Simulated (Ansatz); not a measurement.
Total energies of C2H2BrFO (`F[C@@H]1O[C@H]1Br`).

```xyz
7

F     1.526   -0.725   -0.832
C     0.632   -0.418    0.122
O    -0.613   -1.020   -0.018
C    -0.534    0.369   -0.220
Br   -1.384    1.496    1.068
H     1.077   -0.421    1.112
H    -0.703    0.718   -1.232
```

Charge 0, multiplicity 1. Correlated methods include outer-core shells of Br, which these sets cover unevenly. Scalar relativity is left out up to krypton. The structure was optimised at the PBE0-D4/def2-TZVP level. Basis def2-TZVPP, Ansatz.

RPA on PBE orbitals: Hartree–Fock energy of these orbitals -2823.60351 Eh, correlation -1.63256 Eh (frozen core).

```csv
functional,energy without D4 (Eh),D4 term (kJ/mol)
PBE,-2826.04885,-13.3
BLYP,-2826.67522,-30.3
B97M-V,-2826.17843,–
PBE0,-2826.13704,-11.1
r2SCANh,-2826.54679,-3.3
HSE06 (plane-wave form),-2826.13026,-10.3
CAM-B3LYP,-2826.73452,-11.2
LC-ωPBE,-2826.19412,–
ωB97X-V,-2826.38279,–
ωB97M-V,-2826.48173,–
```

Give the same for LDA (SPW92), revPBE, r2SCAN, B3LYP, r2SCAN0, BHLYP, B2PLYP, PBE-QIDH. (An estimate is asked.)

Ansatz gave: 
| functional | energy without D4 (Eh) | D4 term (kJ/mol) |
| --- | --- | --- |
| LDA (SPW92) | -2821.27685 | – |
| revPBE | -2826.40263 | -44.6 |
| r2SCAN | -2826.56275 | -3.1 |
| B3LYP | -2826.72306 | -21.7 |
| r2SCAN0 | -2826.52437 | -3.7 |
| BHLYP | -2826.56092 | -15.9 |
| B2PLYP | -2826.14483 | – |
| PBE-QIDH | -2825.78953 | – |

B3LYP takes the VWN-RPA correlation (the form of Gaussian; ORCA's B3LYP/G). HSE06 is the plane-wave form, built on full-range PBE exchange. The double hybrids freeze the cores in their second-order part.

LC-ωPBE has ω = 0.4 bohr⁻¹.
